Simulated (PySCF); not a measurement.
HF$_{3}$SeSi (SMILES F[Si](F)(F)[SeH]), singlet, at a GFN2-xTB geometry. Base run: PBE/6-31G (PySCF).

Here is a job for PySCF.
```python
from pyscf import gto, scf, dft, solvent

mol = gto.M(
    atom='''
F    -1.32500768   -0.47560841   -1.48705646
Si   -0.75078381    0.18689973   -0.16877108
F    -1.02187915    1.73061477   -0.39232787
F    -1.72936359   -0.25263065    0.98798829
Se    1.33236202   -0.34758477    0.33156406
H     1.89691840    0.17990477   -0.88781837
''',
    basis='6-31g',
    verbose=4,
)

mf = dft.RKS(mol)
mf.xc = 'pbe'
mf.kernel()
```

The base run was repeated with changes; each row names its change, and settings that it needs were set with it.

```tsv
change	ΔE vs base (kJ/mol)	dipole (D)	HOMO-LUMO gap (eV)
base	0.00	2.61	5.52
model = C-PCM; solvent = 2-propanol	…	…	5.43
model = SS(V)PE; solvent = 2-propanol	…	3.20	5.43
model = IEF-PCM; solvent = 2-propanol; lebedev_order = 41	-23.22	3.21	5.43
model = COSMO; solvent = 2-propanol	-23.19	3.20	5.43
model = IEF-PCM; solvent = 2-propanol	-23.17	3.21	5.43
model = ddCOSMO; solvent = 2-propanol	-22.34	3.07	5.45
model = IEF-PCM; solvent = 2-propanol; lebedev_order = 11	…	3.20	5.43
model = IEF-PCM; solvent = 2-propanol; r_probe = 0.5	-8.96	2.97	5.46
model = IEF-PCM; solvent = toluene	-11.35	2.91	5.47
model = IEF-PCM; solvent = dichloromethane	-20.85	3.16	5.43
model = IEF-PCM; solvent = 2-propanol; vdw_scale = 1.0	-53.2	3.43	5.40
```

**Question.** Some entries are withheld; supply them.

**Answer.** 
- model = C-PCM; solvent = 2-propanol, ΔE vs base (kJ/mol): -23.86
- model = C-PCM; solvent = 2-propanol, dipole (D): 3.22
- model = SS(V)PE; solvent = 2-propanol, ΔE vs base (kJ/mol): -22.73
- model = IEF-PCM; solvent = 2-propanol; lebedev_order = 11, ΔE vs base (kJ/mol): -22.96

The base is the gas phase, so ΔE is the electrostatic part of solvation at a fixed geometry, without cavity and dispersion terms.
